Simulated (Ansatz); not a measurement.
`C[Se]BCF` + HI → `FCBI` + `C[SeH]`  (ligand exchange at a B–Se bond)

Isolated molecules relaxed with PBE0-D4/def2-TZVP in Ansatz; ΔE leaves out vibrations. CCSD(T)/CBS adds triple-zeta CCSD(T) − MP2 to the extrapolated MP2 energy (def2 sets, frozen cores). Functionals use def2-TZVPP. def2 core potentials past Kr. For I, Se outer-core shells are correlated without core-valence functions, which leaves a few kJ/mol of doubt a bond. Scalar relativity is left out up to krypton. Each species was taken in one conformer, which may not be the lowest.

`C[Se]BCF`:

Cartesian coordinates in Å:
```
C 1.430 1.466 1.107
Se -0.090 1.319 -0.107
B -0.315 -0.567 -0.193
C -1.415 -1.176 -1.131
F -1.580 -2.543 -0.934
H 1.162 2.147 1.912
H 2.283 1.859 0.558
H 1.658 0.480 1.505
H 0.400 -1.262 0.462
H -2.394 -0.700 -0.996
H -1.139 -1.023 -2.183
```

HI:

```xyz
2

I    -0.760   -0.255   -0.074
H     0.760    0.255    0.074
```

`FCBI`:

```xyz
7

F    -0.010    0.720    1.585
C     0.205   -0.269    0.649
B    -0.161    0.075   -0.821
I    -0.943    1.942   -1.377
H     1.265   -0.563    0.687
H    -0.359   -1.165    0.950
H     0.003   -0.740   -1.674
```

`C[SeH]`:

Z-matrix (Å, degrees):
```
C
Se 1 1.949
H 1 1.088 2 110.6
H 1 1.087 2 110.6 3 -123.3
H 1 1.089 2 106.0 3 118.4
H 2 1.468 1 95.4 3 61.7
```

Is it downhill or uphill in electronic energy at CCSD(T)/CBS, and by how much? (An estimate is asked.)

The calculation gave: Uphill: ΔE = +3.6 kcal/mol.

What do these levels give: r2SCAN-D4, ωB97X-V, HF/def2-TZVPP, MP2/def2-TZVPP, MP2/def2-QZVPP, MP2/CBS(def2)? (An estimate is asked.)

The calculation gave: r2SCAN-D4 3.8, ωB97X-V 3.5, HF/def2-TZVPP 1.8, MP2/def2-TZVPP 3.3, MP2/def2-QZVPP 2.9, MP2/CBS(def2) 2.8 kcal/mol.

Largest T1 diagnostic among the species: 0.012.

In def2-TZVPP, CCSD(T) changes the Hartree–Fock value by +2.3 kcal/mol (the triples alone add +0.2 kcal/mol) and MP2 by +1.5 kcal/mol.
